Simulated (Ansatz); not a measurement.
Compare A (`CNBN`) with its isomer B (`NBCN`).

Gas-phase electronic energies from Ansatz, PBE0-D4/def2-TZVP geometries. CCSD(T)/CBS is the MP2 limit (def2-TZVPP, def2-QZVPP) plus CCSD(T) − MP2 in def2-TZVPP, frozen cores. DFT in def2-TZVPP. Each species was taken in one conformer, which may not be the lowest.

A:

```xyz
11

C     1.689   -0.382    0.096
N     0.287   -0.264    0.403
B    -0.682    0.347   -0.414
N    -2.045    0.431   -0.056
H     2.319    0.125    0.837
H     2.015   -1.427    0.038
H     1.881    0.079   -0.873
H     0.023   -0.668    1.287
H    -0.333    0.818   -1.462
H    -2.435    0.068    0.796
H    -2.721    0.870   -0.652
```

B:

Z-matrix (Å, degrees):
```
C
B 1 1.576
N 1 1.459 2 113.3
H 1 1.100 2 105.8 3 -118.0
H 1 1.105 2 110.1 3 129.0
N 2 1.391 1 120.9 3 -162.4
H 2 1.200 1 121.3 3 18.4
H 3 1.011 1 110.9 2 53.9
H 3 1.012 1 111.4 2 173.0
H 6 1.007 2 123.5 1 1.5
H 6 1.005 2 123.0 1 -177.1
```

Which isomer does CCSD(T)/CBS put lower? Give the gap. (Estimate.)

The calculation gave: A, by 24.9 kcal/mol.

Give E(B) − E(A) in kcal/mol with MP2/def2-TZVPP, ωB97M-V, PBE-D4, CCSD/def2-TZVPP, CCSD(T)/def2-SVP, B2PLYP, CCSD(T)/def2-TZVPP. (Best estimate.)

The calculation gave: MP2/def2-TZVPP 25.7, ωB97M-V 25.1, PBE-D4 24.9, CCSD/def2-TZVPP 25.0, CCSD(T)/def2-SVP 27.1, B2PLYP 25.9, CCSD(T)/def2-TZVPP 25.0. None reverses the order clearly.

Does the order hold for the free energy at 298.15 K (harmonic terms from PBE0-D4)? (An estimate is asked.)

Computed: Yes: G(B) − G(A) = +24.0 kcal/mol, for one conformer each. Modes under 60 cm⁻¹, often nearly free rotors, make the harmonic entropy too high.

Largest T1 diagnostic: 0.011.

In def2-TZVPP, CCSD(T) changes the Hartree–Fock value by −1.5 kcal/mol (the triples alone add −0.1 kcal/mol) and MP2 by −0.8 kcal/mol. Leaving LDA and LC-ωPBE aside and taking each functional with its dispersion term where it has one, the values, not all of them listed here, spread over 1.9 kcal/mol, from revPBE-D4 to BHLYP-D4. LDA lies +1.5 kcal/mol from PBE without D4.
